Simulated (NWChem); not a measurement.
System: C$_{4}$H$_{6}$Si; SMILES C#C[SiH2]C=C

NWChem printed, in part:

```
             Northwest Computational Chemistry Package (NWChem) 7.3.0
             --------------------------------------------------------

                             Geometry "geometry" -> ""
                             -------------------------

 Output coordinates in angstroms (scale by  1.889725989 to convert to a.u.)

  No.       Tag          Charge          X              Y              Z
 ---- ---------------- ---------- -------------- -------------- --------------
    1 C                    6.0000     0.71749300     2.69566400     0.10017800
    2 C                    6.0000     0.11961900     1.63673200     0.04767900
    3 Si                  14.0000    -0.76867800     0.02816000    -0.03965800
    4 C                    6.0000     0.41148800    -1.35577000    -0.46539200
    5 C                    6.0000     0.59020100    -2.43037100     0.31117100
    6 H                    1.0000     1.24446300     3.63235100     0.14797100
    7 H                    1.0000    -1.40065100    -0.25873100     1.28225700
    8 H                    1.0000    -1.83452400     0.16015600    -1.07873200
    9 H                    1.0000     0.98097400    -1.28762900    -1.40176300
   10 H                    1.0000     0.05530900    -2.55561700     1.25973200
   11 H                    1.0000     1.28063300    -3.23655800     0.03832200

 Effective nuclear repulsion energy (a.u.)     179.5441707470

                                 NWChem DFT Module
                                 -----------------

 Summary of "ao basis" -> "ao basis" (spherical)
 ------------------------------------------------------------------------------
       Tag                 Description            Shells   Functions and Types
 ---------------- ------------------------------  ------  ---------------------
 C                           6-31g*                  6       14   3s2p1d
 Si                          6-31g*                  8       18   4s3p1d
 H                           6-31g*                  2        2   2s

 in cosmo_initialize ...
 calling solv_data for solv:h2o

 solvent parameters
 solvname_short: h2o
 solvname_long:  water
 dielec:       78.4000
 dielecinf:     1.7769
 aqueous SMD model solvent descriptors
 dielec:       78.4000
 sola:          0.8200

          ---------------
          -cosmo- solvent
          ---------------
 Cosmo: York-Karplus, doi: 10.1021/jp992097l
 dielectric constant -eps-     =  78.40
 screen = (eps-1)/(eps    )    =   0.98724
 surface charge correction     = lagrangian

   van der Waals surface
 --------------------------

 ---------- ATOMIC COORDINATES (A.U.) ------------ VDWR(ANG.) --
     1    1.35586517    5.09406632    0.18930897     1.850
     2    0.22604713    3.09297500    0.09010025     1.850
     3   -1.45259079    0.05321468   -0.07494275     2.470
     4    0.77759957   -2.56203380   -0.87946336     1.850
     5    1.11531817   -4.59273524    0.58802793     1.850
     6    2.35169407    6.86414808    0.27962464     1.200
     7   -2.64684660   -0.48893069    2.42311438     1.200
     8   -3.46674768    0.30265096   -2.03850790     1.200
     9    1.85377206   -2.43326598   -2.64894797     1.200
    10    0.10451885   -4.82941586    2.38054830     1.200
    11    2.42004546   -6.11620777    0.07241808     1.200
 number of segments per atom =        128
 number of   points per atom =        128
 atom (   nspa,  nppa )
 ----------------------
    1 (     82,     0 )       0
    2 (     41,     0 )       0
    3 (     84,     0 )       0
    4 (     33,     0 )       0
    5 (     60,     0 )       0
    6 (     54,     0 )       0
    7 (     35,     0 )       0
    8 (     33,     0 )       0
    9 (     55,     0 )       0
   10 (     54,     0 )       0
   11 (     55,     0 )       0
 number of -cosmo- surface points =      586
 molecular surface =    133.793 angstrom**2
 molecular volume  =    114.333 angstrom**3
 -lineq- algorithm             =   0
 -bem- low  level              =   3
 -bem- from -octahedral-
 gaussian surface charge width =   4.50000
 degree of switching           =   1.00000
 switching function tolerance  =   0.00010
 atomic radii =
 --------------
    1  6.000  1.850
    2  6.000  1.850
    3 14.000  2.470
    4  6.000  1.850
    5  6.000  1.850
    6  1.000  1.200
    7  1.000  1.200
    8  1.000  1.200
    9  1.000  1.200
   10  1.000  1.200
   11  1.000  1.200
 ...... end of -cosmo- initialization ......

 nat:                    11
 ixmem:                  6636
 calling mnsol_interface()
 G(SMD-CDS) energy (kcal/mol)  =     6.549
 SMD-CDS SASA (angstrom**2)    =   163.801

            General Information
            -------------------
          SCF calculation type: DFT
          Wavefunction type:  closed shell.
          No. of atoms     :    11
          No. of electrons :    44
           Alpha electrons :    22
            Beta electrons :    22
          Charge           :     0
          Spin multiplicity:     1
          Use of symmetry is: off; symmetry adaption is: off
          Maximum number of iterations: 150
          AO basis - number of functions:    86
                     number of shells:    44
          Convergence on energy requested:  1.00D-06
          Convergence on density requested:  1.00D-05
          Convergence on gradient requested:  5.00D-04

              XC Information
              --------------
                       M06-2X Method XC Functional
                     Hartree-Fock (Exact) Exchange  0.540
                        M06-2X Exchange Functional  1.000
                      M06-2X Correlation Potential  1.000

             Grid Information
             ----------------
          Grid used for XC integration:  medium
          Radial quadrature: Mura-Knowles
          Angular quadrature: Lebedev.
          Tag              B.-S. Rad. Rad. Pts. Rad. Cut. Ang. Pts.
          ---              ---------- --------- --------- ---------
          C                   0.70       49          13.0       434
          Si                  1.10       88          10.0       590
          H                   0.35       45          13.0       434
          Grid pruning is: on
          Number of quadrature shells:   554
          Spatial weights used:  Erf1

      Superposition of Atomic Density Guess
      -------------------------------------

 Sum of atomic energies:        -442.44771935

      Non-variational initial energy
      ------------------------------

 Total energy =    -444.886699
 1-e energy   =    -961.658440
 2-e energy   =     337.227570
 HOMO         =      -0.322956
 LUMO         =      -0.005801

   convergence    iter        energy       DeltaE   RMS-Dens  Diis-err
 ---------------- ----- ----------------- --------- --------- ---------
     COSMO gas phase
 d= 0,ls=0.0,diis     1   -445.2686548050 -6.25D+02  6.88D-03  2.83D-01
 d= 0,ls=0.0,diis     2   -445.3066965518 -3.80D-02  2.68D-03  4.64D-02
 d= 0,ls=0.0,diis     3   -445.3073246580 -6.28D-04  1.36D-03  4.25D-02
 d= 0,ls=0.0,diis     4   -445.3123896538 -5.06D-03  3.85D-04  2.10D-03
 d= 0,ls=0.0,diis     5   -445.3126707639 -2.81D-04  9.67D-05  6.21D-05
  Resetting Diis
 d= 0,ls=0.0,diis     6   -445.3126794206 -8.66D-06  3.20D-05  1.40D-05
 d= 0,ls=0.0,diis     7   -445.3126811602 -1.74D-06  1.82D-05  1.48D-06
 d= 0,ls=0.0,diis     8   -445.3126810749  8.53D-08  9.73D-06  2.21D-06

   convergence    iter        energy       DeltaE   RMS-Dens  Diis-err
 ---------------- ----- ----------------- --------- --------- ---------
     COSMO solvation phase
 d= 0,ls=0.0,diis     1   -445.3089600079  3.72D-03  1.50D-03  2.70D-03
 d= 0,ls=0.0,diis     2   -445.3097386276 -7.79D-04  3.60D-04  8.17D-04
 d= 0,ls=0.0,diis     3   -445.3098081205 -6.95D-05  1.76D-04  4.50D-04
 d= 0,ls=0.0,diis     4   -445.3098673161 -5.92D-05  6.03D-05  3.09D-05
 d= 0,ls=0.0,diis     5   -445.3098716173 -4.30D-06  1.41D-05  1.01D-06
 d= 0,ls=0.0,diis     6   -445.3098717833 -1.66D-07  3.53D-06  1.48D-07

         Total DFT energy =     -445.309871783335
      One electron energy =     -966.529008897331
           Coulomb energy =      385.947988716977
    Exchange-Corr. energy =      -44.676298242822
 Nuclear repulsion energy =      179.544170746986

             COSMO energy =        0.403275892854

 Numeric. integr. density =       44.000022130793

                                COSMO-SMD solvation results
                                ---------------------------

             internal energy in gas <Psi(g)|H|Psi(g)> =      -445.312681074909
         internal energy in solvent <Psi(s)|H|Psi(s)> =      -445.311609037859
                               delta internal energy  =         0.001072037049 (    0.67 kcal/mol)
   total free energy in solvent <Psi(s)|H+V/2|Psi(s)> =      -445.320307958476
 polarization energy contribution <Psi(s)|V/2|Psi(s)> =        -0.008698920617 (   -5.46 kcal/mol)
    total free energy in solvent including G(SMD-CDS) =      -445.309871783335
                       G(SMD-CDS) energy contribution =         0.010436175141 (    6.55 kcal/mol)
     1 M fixed-concentration free energy of solvation =         0.002809291574 (    1.76 kcal/mol)

                       DFT Final Molecular Orbital Analysis
                       ------------------------------------

 Vector   20  Occ=2.000000D+00  E=-3.475293D-01
              MO Center=  2.6D-01,  1.2D+00,  1.1D-01, r^2= 4.1D+00
   Bfn.  Coefficient  Atom+Function         Bfn.  Coefficient  Atom+Function
  ----- ------------  ---------------      ----- ------------  ---------------
     5      0.348337   1 C  pz               19      0.337038   2 C  pz
     9      0.221063   1 C  pz               23      0.219614   2 C  pz
    49     -0.176706   4 C  px               78     -0.175278   7 H  s
    53     -0.121770   4 C  px               77     -0.109782   7 H  s
    37     -0.099539   3 Si pz               64     -0.093031   5 C  py

 Vector   21  Occ=2.000000D+00  E=-3.436295D-01
              MO Center=  1.8D-01,  1.3D+00, -8.6D-02, r^2= 4.2D+00
   Bfn.  Coefficient  Atom+Function         Bfn.  Coefficient  Atom+Function
  ----- ------------  ---------------      ----- ------------  ---------------
     3      0.282606   1 C  px               17      0.273204   2 C  px
    80      0.195238   8 H  s                 7      0.192245   1 C  px
    21      0.188342   2 C  px                4     -0.168631   1 C  py
    49      0.164305   4 C  px               18     -0.152475   2 C  py
    35     -0.135608   3 Si px                5      0.132421   1 C  pz

 Vector   22  Occ=2.000000D+00  E=-3.353284D-01
              MO Center=  3.7D-01, -1.1D+00, -6.1D-02, r^2= 4.0D+00
   Bfn.  Coefficient  Atom+Function         Bfn.  Coefficient  Atom+Function
  ----- ------------  ---------------      ----- ------------  ---------------
    63      0.266551   5 C  px               49      0.217791   4 C  px
    50      0.199604   4 C  py               67      0.195539   5 C  px
    51      0.187237   4 C  pz               65      0.163643   5 C  pz
    53      0.156202   4 C  px               64      0.147774   5 C  py
    54      0.138867   4 C  py               80      0.136134   8 H  s

 Vector   23  Occ=0.000000D+00  E= 2.139646D-02
              MO Center=  3.0D-01, -8.8D-01, -1.5D-03, r^2= 5.0D+00
   Bfn.  Coefficient  Atom+Function         Bfn.  Coefficient  Atom+Function
  ----- ------------  ---------------      ----- ------------  ---------------
    67     -0.380700   5 C  px               80      0.360196   8 H  s
    53      0.349316   4 C  px               39      0.295917   3 Si px
    69     -0.273525   5 C  pz               63     -0.266965   5 C  px
    68     -0.247851   5 C  py               21      0.245462   2 C  px
     7     -0.231327   1 C  px               49      0.222726   4 C  px

 Vector   24  Occ=0.000000D+00  E= 4.150258D-02
              MO Center= -1.6D-01,  1.1D+00,  1.5D-03, r^2= 4.8D+00
   Bfn.  Coefficient  Atom+Function         Bfn.  Coefficient  Atom+Function
  ----- ------------  ---------------      ----- ------------  ---------------
    52      0.625002   4 C  s                40      0.527780   3 Si py
    41      0.468486   3 Si pz               78     -0.441123   7 H  s
     9     -0.355421   1 C  pz               39     -0.308105   3 Si px
     7      0.280691   1 C  px               23      0.257616   2 C  pz
     5     -0.238638   1 C  pz               20     -0.222878   2 C  s

 Vector   25  Occ=0.000000D+00  E= 5.009713D-02
              MO Center= -2.4D-02,  1.0D+00,  2.3D-02, r^2= 4.9D+00
   Bfn.  Coefficient  Atom+Function         Bfn.  Coefficient  Atom+Function
  ----- ------------  ---------------      ----- ------------  ---------------
    40      0.629343   3 Si py                9      0.438103   1 C  pz
    78      0.401271   7 H  s                80     -0.378115   8 H  s
    23     -0.353129   2 C  pz               41     -0.340750   3 Si pz
    20     -0.279804   2 C  s                54      0.278574   4 C  py
     5      0.274960   1 C  pz                7      0.218103   1 C  px

     Multipole analysis of the density
     ---------------------------------

     L   x y z        total         alpha         beta         nuclear
     -   - - -        -----         -----         ----         -------
     0   0 0 0     -0.000000    -22.000000    -22.000000     44.000000

     1   1 0 0      0.345239     -0.391953     -0.391953      1.129145
     1   0 1 0     -0.168873     -0.203245     -0.203245      0.237618
     1   0 0 1     -0.020441      0.316333      0.316333     -0.653106

     2   2 0 0    -27.917720    -56.872499    -56.872499     85.827277
     2   1 1 0      1.522270      1.542796      1.542796     -1.563321
     2   1 0 1     -0.783457     -0.313040     -0.313040     -0.157377
     2   0 2 0    -21.639549   -257.408927   -257.408927    493.178304
     2   0 1 1     -0.348924      0.154836      0.154836     -0.658595
     2   0 0 2    -28.332921    -29.092525    -29.092525     29.852129
```

Level: M06-2X/6-31G* (spherical d), SMD on the gas-phase geometry. All runs use the structure optimised with PBE0/def2-SVP. Solvent: water.

**Question.** Write an input that gives this output.

**Answer.** One answer among several that fit: the input that was run:
```
start job
memory heap 200 mb stack 900 mb global 1100 mb
geometry units angstroms noautosym nocenter noautoz
  C      0.717493     2.695664     0.100178
  C      0.119619     1.636732     0.047679
  Si    -0.768678     0.028160    -0.039658
  C      0.411488    -1.355770    -0.465392
  C      0.590201    -2.430371     0.311171
  H      1.244463     3.632351     0.147971
  H     -1.400651    -0.258731     1.282257
  H     -1.834524     0.160156    -1.078732
  H      0.980974    -1.287629    -1.401763
  H      0.055309    -2.555617     1.259732
  H      1.280633    -3.236558     0.038322
end
basis spherical
  * library 6-31g*
end
dft
  xc m06-2x
  iterations 150
end
cosmo
  do_cosmo_smd true
  solvent water
end
task dft energy
```
